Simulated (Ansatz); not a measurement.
C4H11BO, SMILES `BOC(C)(C)C`. Charge 0, multiplicity 1. The structure was optimised at the PBE0-D4/def2-TZVP level.

```xyz
17

B    -0.006   -0.943   -2.098
O    -0.585   -0.169   -1.175
C    -0.120    0.143    0.153
C     1.217   -0.493    0.482
C    -1.200   -0.359    1.097
C    -0.020    1.659    0.206
H    -0.597   -1.049   -3.135
H     1.039   -1.502   -1.914
H     2.001   -0.159   -0.201
H     1.504   -0.206    1.495
H     1.167   -1.583    0.439
H    -0.966   -0.085    2.127
H    -2.165    0.076    0.831
H    -1.284   -1.446    1.039
H    -0.975    2.110   -0.067
H     0.742    2.017   -0.490
H     0.248    1.990    1.212
```

(1) What is the dipole moment at ωB97M-V/def2-TZVPP? (Estimate.)

(2) And with PBE, r2SCAN, B3LYP? (Best estimate.)

(3) Give the Mulliken charges with ωB97M-V, r2SCAN, PBE in def2-TZVPP. (An estimate is asked.)

## Answers

(1) Computed: 2.02 D, with components (0.62, 0.46, 1.87) D in this frame, pointing from negative to positive charge.

(2) Ansatz gave: PBE 2.08 D, r2SCAN 2.05 D, B3LYP 2.02 D.

(3) Computed: 
```json
{"atom": "B1", "ωB97M-V": "-0.04", "r2SCAN": "0.08", "PBE": "-0.01"}
{"atom": "O2", "ωB97M-V": "-0.27", "r2SCAN": "-0.29", "PBE": "-0.20"}
{"atom": "C3", "ωB97M-V": "0.13", "r2SCAN": "0.36", "PBE": "0.29"}
{"atom": "C4", "ωB97M-V": "-0.36", "r2SCAN": "-0.18", "PBE": "-0.27"}
{"atom": "C5", "ωB97M-V": "-0.29", "r2SCAN": "-0.18", "PBE": "-0.26"}
{"atom": "C6", "ωB97M-V": "-0.29", "r2SCAN": "-0.18", "PBE": "-0.26"}
{"atom": "H7", "ωB97M-V": "0.04", "r2SCAN": "-0.03", "PBE": "-0.02"}
{"atom": "H8", "ωB97M-V": "0.05", "r2SCAN": "-0.03", "PBE": "-0.01"}
{"atom": "H9", "ωB97M-V": "0.13", "r2SCAN": "0.06", "PBE": "0.09"}
{"atom": "H10", "ωB97M-V": "0.11", "r2SCAN": "0.05", "PBE": "0.08"}
{"atom": "H11", "ωB97M-V": "0.13", "r2SCAN": "0.06", "PBE": "0.09"}
{"atom": "H12", "ωB97M-V": "0.10", "r2SCAN": "0.04", "PBE": "0.07"}
{"atom": "H13", "ωB97M-V": "0.12", "r2SCAN": "0.06", "PBE": "0.09"}
{"atom": "H14", "ωB97M-V": "0.11", "r2SCAN": "0.05", "PBE": "0.08"}
{"atom": "H15", "ωB97M-V": "0.12", "r2SCAN": "0.06", "PBE": "0.09"}
{"atom": "H16", "ωB97M-V": "0.11", "r2SCAN": "0.05", "PBE": "0.08"}
{"atom": "H17", "ωB97M-V": "0.10", "r2SCAN": "0.04", "PBE": "0.07"}
```

B3LYP here is the variant with VWN-RPA as its local correlation; programs differ in this.
